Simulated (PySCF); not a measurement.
## Excitation energy of Sc²⁺ by level of theory

Sc²⁺ [Ar] 3d1 (2D) → Sc²⁺ [Ar] 4p1 (2P), as a difference of total energies. All numbers are calculated (PySCF 2.14, the spin-free X2C one-electron Hamiltonian (Gaussian nucleus), in x2c-TZVPPall with one added diffuse shell each of s, p, d, f type (7s6p5d3f1g, 80 functions)). Correlated levels: valence and next inner shell: [Ne] frozen. The calculations carry no spin-orbit coupling.

```csv
method,excitation energy (eV)
UHF,7.248
MP2 (valence and next inner shell),7.046
SCS-MP2 (valence and next inner shell),7.085
CCSD (valence and next inner shell),7.055
CCSD(T) (valence and next inner shell),7.053
```

How much does correlation contribute at CCSD(T) (valence and next inner shell)?

7.053 − (7.248) = -0.195 eV, measured against UHF.
